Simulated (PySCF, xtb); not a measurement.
Si(F)2(H)(NHMe) (CH5F2NSi), SMILES F[SiH](F)NC. One conformer was computed; it need not be the lowest.

Harmonic wavenumbers (cm⁻¹) from GFN2-xTB (xtb 6.7.1) at its own minimum, in rising order: 75, 153, 157, 199, 294, 335, 494, 670, 681, 777, 881, 897, 1070, 1112, 1173, 1369, 1424, 1486, 1497, 2412, 2928, 2989, 3040, 3452.

**Question.** What does PBE-D3(BJ)/def2-SVP in PySCF 2.14.0 give at its own minimum? (The exact figures need the calculation; the answer reports its results.)

**Answer.** 47, 134, 192, 276, 290, 395, 437, 762, 773, 827, 899, 928, 1063, 1103, 1141, 1358, 1403, 1413, 1453, 2252, 2932, 2999, 3045, 3521. Paired by order, the mean absolute difference is 42 cm⁻¹ and the zero-point energies are 42.3 and 42.4 kcal/mol.
